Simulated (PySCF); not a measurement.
Species: difluorochloroborane, BClF2.
SMILES with atom numbers: `[F:1][B:2]([F:3])[Cl:4]`

Geometry (PBE0-D3(BJ)/def2-SVP, Å), atoms numbered from 1 in this order:
```
atom  x, y, z in Å
F1    -0.8583   -1.0587   -0.3339
B2    -0.0712   -0.0126   -0.2733
F3    -0.5190    1.1474   -0.6855
Cl4    1.5522   -0.1571    0.3449
```

Level of theory: core-valence-separated Tamm–Dancoff BHandHLYP/aug-pcX-1 (def2-SVPD on Cl) in PySCF, non-relativistic, gas phase, PBE0-D3(BJ)/def2-SVP geometry. No shift to experiment was applied.

Q: What does the F 1s absorption edge look like?

A: 
```json
{"E (eV)": "685.31", "f": "0.0375", "core hole on": "F1/F3", "main final orbital": "LUMO+1 (2 roots, f summed)", "polarisation": "out of plane"}
{"E (eV)": "686.85", "f": "0.0056", "core hole on": "F1/F3", "main final orbital": "LUMO (2 roots, f summed)", "polarisation": "in plane"}
{"E (eV)": "688.67", "f": "0.0156", "core hole on": "F1/F3", "main final orbital": "LUMO+2 (2 roots, f summed)", "polarisation": "in plane"}
{"E (eV)": "688.76", "f": "0.0101", "core hole on": "F1/F3", "main final orbital": "LUMO+2 (2 roots, f summed)", "polarisation": "in plane"}
{"E (eV)": "688.95", "f": "0.0018", "core hole on": "F1/F3", "main final orbital": "LUMO+4 (2 roots, f summed)", "polarisation": "out of plane"}
```

The first line with a tenth or more of the strongest one's intensity is at 685.31 eV (f = 0.037, sum of 2), with the hole on F1/F3 (boron-bound fluorine), polarised out of plane. It is also the strongest listed.

Q: List the boron K-edge absorption lines.

A: 
| E (eV) | f | core hole on | main final orbital | polarisation |
| --- | --- | --- | --- | --- |
| 190.85 | 0.1061 | B2 | LUMO+1 (63 %) | out of plane |
| 194.39 | 0.0027 | B2 | LUMO (77 %) | in plane |
| 195.93 | 0.0488 | B2 | LUMO+5 (45 %) | in plane |
| 196.51 | 0.0023 | B2 | LUMO+4 (64 %) | out of plane |
| 196.65 | 0.0041 | B2 | LUMO+2/LUMO+3 (2 roots, f summed) | in plane |
| 197.88 | 0.0300 | B2 | LUMO+6 (56 %) | in plane |

The first line with a tenth or more of the strongest one's intensity is at 190.85 eV (f = 0.106), with the hole on B2 (three-coordinate boron), polarised out of plane. It is also the strongest listed.

Roots within 0.03 eV whose holes lie on the same, on equivalent or on shared atoms are summed into one line, and the highest roots are left out, as the search may have cut off their partners. Final orbitals are the ground state's empty Kohn–Sham orbitals.

Q: What is the summed oscillator strength of the listed F K lines, and their intensity-weighted mean energy?

A: Σf = 0.070 over 5 lines from 685.31 to 688.95 eV; the weighted mean is 686.76 eV. The strongest line holds 53 % of the sum.

The ionisation thresholds weren't computed; near and above them a finite basis only mimics Rydberg series and continuum.

Time: 5.9 s; peak memory 0.44 GiB. Hardware: one thread, AMD EPYC (x86_64), shared host.
